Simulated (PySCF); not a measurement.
SeO: everyday levels beside a composite calculation

PySCF; the state is a triplet (π ↑↑). The composite is CCSD(T) extrapolated to the basis-set limit from two correlation-consistent sets, with core-valence (CV) and scalar-relativistic (SR) terms as its label shows; it has no spin–orbit coupling and nothing beyond (T). Here it is CCSD(T)/CBS(TQ)+CV. It gives Re = 1.637 Å, ωe = 933 cm⁻¹ and De = 4.54 eV to Se + O.

```tsv
level	basis	relativity	Re (Å)	ωe (cm⁻¹)	De (eV)
ROHF	def2-TZVPP	no relativity	1.585	1121	1.23
PBE	pcseg-1	no relativity	1.696	852	4.96
PBE	def2-SVP	no relativity	1.673	880	5.18
PBEsol	aug-pcseg-1	no relativity	1.686	874	5.43
revPBE	def2-SVP	no relativity	1.678	869	4.84
revPBE	def2-TZVPP	no relativity	1.668	886	4.95
PW91	pcseg-1	no relativity	1.695	853	4.99
r²SCAN	def2-SVP	no relativity	1.655	918	4.66
r²SCANh	pcseg-1	no relativity	1.669	912	4.18
ωB97X	aug-pcseg-1	no relativity	1.659	952	4.26
```

Q: Give the difference of each row from the composite.

A: 

| level | basis | ΔRe (pm) | Δωe (%) | ΔDe (eV) |
| --- | --- | --- | --- | --- |
| ROHF | def2-TZVPP | -5.2 | +20.2 | -3.31 |
| PBE | pcseg-1 | +5.9 | -8.7 | +0.42 |
| PBE | def2-SVP | +3.6 | -5.7 | +0.64 |
| PBEsol | aug-pcseg-1 | +4.9 | -6.3 | +0.89 |
| revPBE | def2-SVP | +4.1 | -6.9 | +0.30 |
| revPBE | def2-TZVPP | +3.1 | -5.0 | +0.41 |
| PW91 | pcseg-1 | +5.8 | -8.6 | +0.45 |
| r²SCAN | def2-SVP | +1.8 | -1.6 | +0.12 |
| r²SCANh | pcseg-1 | +3.2 | -2.3 | -0.36 |
| ωB97X | aug-pcseg-1 | +2.2 | +2.0 | -0.28 |

Q: Which rows come closest in De?

A: r²SCAN in def2-SVP (+0.12 eV), counted from the composite.

Correlated steps freeze 10 core orbitals. Spin–orbit coupling is left out. The state was picked by a PBE0 search and need not be the measured ground state.
